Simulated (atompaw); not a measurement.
Before and after: PAW (atompaw) potential for titanium

titanium (Ti), PAW, made with atompaw 4.2.0.5 (PBE, scalar-relativistic). Core [Ne], reference 3s2 3p6 3d2 4s1 4p1. Waves: 3s (bound); 4s (bound); 3p (bound); 4p (bound); 3d (bound); 3d channel at 0.1 Ry. Local part: ultrasoft scheme with l = 3 at 0 Ry, radius 1.80 bohr. Core correction: smooth core density matched at 1.90 bohr. Augmentation charge: sinc compensation charge, radius 1.95 bohr; PAW radius 2.00 bohr; waves and projectors: bloechl.

Change: wave 3d channel at 0.1 Ry becomes 3d channel at 9.86 Ry.

Cutoffs: the cutoffs (Ry, on a coarse ladder) from which the occupation-weighted sum of valence levels, in a spherical-Bessel basis at the reference potential, stays within 10 and 1 mRy of its value at 400 Ry; they do not see the model core or the augmentation charge, which bear on the density cutoff.

Task: What does the change do?

Result: The potential gets neither clearly harder nor softer (40 Ry and 50 Ry → 40 Ry and 50 Ry); the range in which the d phases agree widens (upper end 2.2 → at the end of the scan); neither file shows a bound ghost.

```tsv
quantity	base	changed
cutoff, loose	40 Ry	40 Ry
cutoff, tight	50 Ry	50 Ry
loose cutoff by channel (10 mRy a level)	s 21 Ry, p 30 Ry, d 30 Ry	s 21 Ry, p 30 Ry, d 35 Ry
bound ghosts	none	none
s: phases at 2.01 bohr within 0.05 rad from the reference energy up to (Ry; the scan ends near 5)	to the end of the scan	to the end of the scan
p: phases at 2.01 bohr within 0.05 rad from the reference energy up to (Ry; the scan ends near 5)	to the end of the scan	to the end of the scan
d: phases at 2.01 bohr within 0.05 rad from the reference energy up to (Ry; the scan ends near 5)	2.2	to the end of the scan
lowest overlap eigenvalue by channel	s 0.53, p 0.83, d 0.03	s 0.53, p 0.83, d 0.76
```

 The cutoffs see the waves, projectors and local potential, not the compensation charge or the core.
